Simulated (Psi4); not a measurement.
Psi4 input (wB97X-D/6-31G*):

```
memory 1500 MB

molecule {
0 2
C    -1.58812800   -0.18753800    0.60573700
N    -0.49804400   -0.56852600   -0.22847700
Si    1.02617000    0.27197400   -0.25414900
H    -2.21679400   -1.05081400    0.84645000
H    -1.31498200    0.34007000    1.53002400
H    -2.23179300    0.49821800    0.02941700
H     2.10636400   -0.73989900   -0.27450200
H     1.22995700    1.18856100    0.90220500
H     1.07595100    1.06113400   -1.51058800
symmetry c1
no_reorient
no_com
}

set {
  basis 6-31G*
  reference uks
  scf_type pk
  dft_radial_points 99
  dft_spherical_points 590
  e_convergence 1e-8
  d_convergence 1e-7
  maxiter 150
}

e = energy('wb97x-d')
print_out(f'\nFINAL {e:.10f} DIPOLE {variable("CURRENT DIPOLE")[0]:.6f} {variable("CURRENT DIPOLE")[1]:.6f} {variable("CURRENT DIPOLE")[2]:.6f}\n')
```

From the output:

```

    Beta Virtual:

      17A     -0.030440    18A      0.102582    19A      0.154082
      20A      0.164059    21A      0.206239    22A      0.222329
      23A      0.250778    24A      0.252237    25A      0.278945
      26A      0.300538    27A      0.315032    28A      0.371956
      29A      0.447578    30A      0.577309    31A      0.651088
      32A      0.662454    33A      0.684053    34A      0.757732
      35A      0.760452    36A      0.801395    37A      0.863231
      38A      0.934131    39A      0.938907    40A      0.978385
      41A      0.995997    42A      1.023707    43A      1.085426
      44A      1.151500    45A      1.212465    46A      1.242396
      47A      1.256175    48A      1.479736    49A      1.572766
      50A      1.681466    51A      1.924369    52A      2.133296
      53A      2.159885    54A      2.224334    55A      2.351763
      56A      2.437976    57A      2.615943    58A      2.758651
      59A      3.031145    60A      3.852373    61A      4.330835

    Final Occupation by Irrep:
              A
    DOCC [    16 ]
    SOCC [     1 ]
    NA   [    17 ]
    NB   [    16 ]

  @UKS Final Energy:  -385.84000123214582

   => Energetics <=

    Nuclear Repulsion Energy =            106.7674607239549118
    One-Electron Energy =                -742.2922788481748739
    Two-Electron Energy =                 274.7153403551326960
    DFT Exchange-Correlation Energy =     -25.0279765865908033
    Empirical Dispersion Energy =          -0.0025468764677042
    VV10 Nonlocal Energy =                  0.0000000000000000
    Total Energy =                       -385.8400012321458235

  UHF NO Occupations:
  HONO-2 :   15  A 1.9994208
  HONO-1 :   16  A 1.9991840
  HONO-0 :   17  A 1.0000000
  LUNO+0 :   18  A 0.0008160
  LUNO+1 :   19  A 0.0005792
  LUNO+2 :   20  A 0.0003167
  LUNO+3 :   21  A 0.0002266

Computation Completed

Properties will be evaluated at   0.000000,   0.000000,   0.000000 [a0]

Properties computed using the SCF density matrix

 Multipole Moments:

 ------------------------------------------------------------------------------------
     Multipole            Electronic (a.u.)      Nuclear  (a.u.)        Total (a.u.)
 ------------------------------------------------------------------------------------

 L = 1.  Multiply by 2.5417464519 to convert [e a0] to [Debye]
 Dipole X            :         -0.2445942            0.0000132           -0.2445809
 Dipole Y            :          0.3846238           -0.0000076            0.3846162
 Dipole Z            :          0.3706195            0.0000057            0.3706251
 Magnitude           :                                                    0.5874627

 ------------------------------------------------------------------------------------

FINAL -385.8400012321 DIPOLE -0.244581 0.384616 0.370625

*** Psi4 exiting successfully. Buy a developer a beer!
```

The geometry given is a B3LYP-D3(BJ)/def2-TZVP minimum.
